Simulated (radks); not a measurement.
The cerium ion Ce2+ inside a hard spherical wall (all orbitals vanish at R), configuration held at [Xe] 4f2 and not refilled when levels cross. Calculated with a radial shooting solver on a logarithmic mesh with Libxc functionals: scalar-relativistic Kohn-Sham, LDA (Slater exchange, Perdew-Wang correlation), spin-polarised, spherical densities, point nucleus; open shells are filled with parallel spins first (spin-orbit coupling, left out, can overturn this in heavy ions). Eigenvalues in eV for spin up, with the zero of energy where the potential of the charges vanishes at infinity; a dash marks a level that is unbound or too diffuse for the functional's potential to be trusted. A positive occupied level is held by the wall or, in an anion where self-interaction has pushed it up, behind a barrier. The pressure on the wall is -dE/dV.

| R (bohr) | E (hartree) | kinetic (hartree) | e(4d) | e(5s) | e(5p) | e(5d, empty) | e(4f) | e(6s, empty) | pressure (GPa) |
|---|---|---|---|---|---|---|---|---|---|
| free | -8853.3167 | 9381.708 | -117.06 | -50.625 | -33.690 | -13.682 | -13.676 | -13.061 | 0 |
| 20 | -8853.3167 | 9381.708 | -117.06 | -50.625 | -33.690 | -13.682 | -13.676 | -13.061 | < 0.0001 |
| 15 | -8853.3167 | 9381.708 | -117.06 | -50.625 | -33.690 | -13.682 | -13.676 | -13.061 | < 0.0001 |
| 12 | -8853.3167 | 9381.708 | -117.06 | -50.625 | -33.690 | -13.682 | -13.676 | -13.061 | < 0.0001 |
| 10 | -8853.3167 | 9381.708 | -117.06 | -50.625 | -33.690 | -13.682 | -13.676 | -13.057 | < 0.0001 |
| 8 | -8853.3167 | 9381.708 | -117.06 | -50.623 | -33.687 | -13.671 | -13.673 | -12.985 | 0.00171 |
| 7 | -8853.3166 | 9381.709 | -117.04 | -50.614 | -33.679 | -13.631 | -13.660 | -12.776 | 0.0139 |
| 6 | -8853.3156 | 9381.719 | -116.98 | -50.573 | -33.641 | -13.467 | -13.602 | -12.064 | 0.144 |
| 3 | -8852.3152 | 9387.878 | -107.10 | -42.715 | -24.452 | 2.802 | -4.046 | 32.290 | 618 |
| 2.5 | -8849.9915 | 9398.806 | -95.820 | -31.247 | -10.405 | 23.142 | 7.402 | 81.753 | 3030 |
| 1.5 | -8805.0212 | 9559.705 | -11.609 | 126.13 | 169.49 | 235.44 | 102.20 | 539.19 | 155000 |
